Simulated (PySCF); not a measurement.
Cobalt: a sound run and one with changed settings

Sound run: Co²⁺ [Ar] 3d7, Co³⁺ [Ar] 3d6. Computed with PySCF 2.14 in aug-cc-pVDZ-DK (7s6p4d2f, 59 functions), with the spin-free X2C one-electron Hamiltonian (Gaussian nucleus). In the sound run the correlated levels freeze [Ar]. The sound run starts from symmetry-adapted Hartree-Fock orbitals and uses a fine grid where one is needed.

Changed run: the non-relativistic Hamiltonian (point nucleus). This setting is unsound on purpose.

| species | method | sound run (hartree) | changed run (hartree) | converged |
| --- | --- | --- | --- | --- |
| Co²⁺ | UHF | -1391.05154 | -1375.44728 | yes |
| Co²⁺ | LDA | -1389.61373 | -1374.02009 | yes |
| Co²⁺ | BP86 | -1392.51880 | -1376.92077 | yes |
| Co²⁺ | MP2 | -1391.20376 | -1375.59831 | yes |
| Co³⁺ | UHF | -1389.89597 | -1374.28102 | yes |
| Co³⁺ | LDA | -1388.34977 | -1372.74577 | yes |
| Co³⁺ | BP86 | -1391.25634 | -1375.64799 | yes |
| Co³⁺ | MP2 | -1389.98611 | -1374.37055 | yes |

Ionisation energy of Co²⁺:

```csv
method,sound run (eV),changed run (eV)
UHF,31.445,31.736
LDA,34.394,34.676
BP86,34.353,34.634
MP2,33.134,33.409
SCS-MP2,33.140,33.415
```

Most of the change in total energy is the relativistic energy itself. On top of that the contraction fixes the core shape for the Hamiltonian it was made with, so the changed run is not a good calculation with the other Hamiltonian either.

For comparison, NIST gives 33.5 ± 0.06 eV between the lowest levels.
